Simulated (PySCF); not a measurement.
## Frontier orbitals and the lowest excitations

Species: C3H8O4SSi.
Cartesian coordinates in Å at the PBE0-D3(BJ)/def2-SVP level; atoms count from 1:
```
atom  x, y, z in Å
C1    -2.418   -0.669    0.675
S2    -1.650    0.348   -0.567
O3    -2.627    1.319   -1.042
O4    -0.937   -0.523   -1.497
C5    -0.385    1.278    0.343
C6     0.751    0.357    0.690
O7     0.677   -0.497    1.541
O8     1.823    0.538   -0.064
Si9    3.095   -0.623    0.057
H10   -1.640   -1.242    1.196
H11   -2.980   -0.024    1.362
H12   -3.099   -1.328    0.120
H13   -0.852    1.708    1.239
H14   -0.089    2.066   -0.360
H15    2.558   -1.969   -0.265
H16    3.697   -0.569    1.415
H17    4.060   -0.157   -0.969
```

Theory: TDDFT CAM-B3LYP/def2-SVPD, vertical, gas phase, core orbitals frozen in the response in PySCF 2.14.0, density-fitted response routines.

Frontier orbitals with the atoms that hold most of them (Löwdin shares over 4%, at most four atoms; ? is withheld):

```tsv
orbital	ε (eV)	atoms
LUMO+2	1.00	Si9 36%, S2 10%, H16 8%, H17 8%
LUMO+1	0.60	Si9 23%, S2 10%, O8 9%, H15 8%
LUMO	0.00	?
HOMO	-10.08	?
HOMO-1	-10.34	O7 28%, O4 25%, O3 23%, C5 6%
HOMO-2	-10.59	O7 29%, O4 28%, O3 22%, O8 5%
HOMO-3	-11.05	O3 34%, O4 31%, S2 8%, O7 7%
```

Q: Give the leading atoms of the HOMO.

A: O3 (bonded to S) 27%; O4 (bonded to S) 24%; C5 (bonded to C, S and 2 H) 13%; S2 (bonded to 2 C and 2 O) 11%. By element: oxygen 52% or more, carbon 13% or more, sulfur 11%.

Q: Which atoms hold the LUMO, and with what shares?

A: C6 (bonded to C and 2 O) 31%; O7 (bonded to C) 23%; O8 (bonded to C and Si) 12%; C5 (bonded to C, S and 2 H) 10%. By element: carbon 41% or more, oxygen 36% or more.

Q: How does S1 compare with the orbital gap of 10.08 eV?

A: S1 is at 5.66 eV (f = 0.0021), 4.42 eV below the gap, made of HOMO-1→LUMO (45%), HOMO-2→LUMO (34%), HOMO→LUMO (10%). Its leading pair isn't HOMO and LUMO; the energies of that pair differ by 10.34 eV. 

Next come S2 at 6.96 eV (f 0.092), HOMO→LUMO (81%), HOMO-1→LUMO (12%); S3 at 7.37 eV (f 0.0055), HOMO-2→LUMO (50%), HOMO-1→LUMO (36%); S4 at 7.76 eV (f 0.029), HOMO-4→LUMO (65%); S5 at 7.83 eV (f 0.0039), HOMO-3→LUMO (49%), HOMO-6→LUMO (12%), HOMO-8→LUMO (11%).

Löwdin shares depend on the basis, the more so with diffuse functions.

The run took 27 min on Intel Xeon at 2.50 GHz, one thread, no GPU, shared host with 64 logical CPUs at a one-minute load of 64, and the process peaked at 1.4 GiB of memory.

One conformer stands for the species.
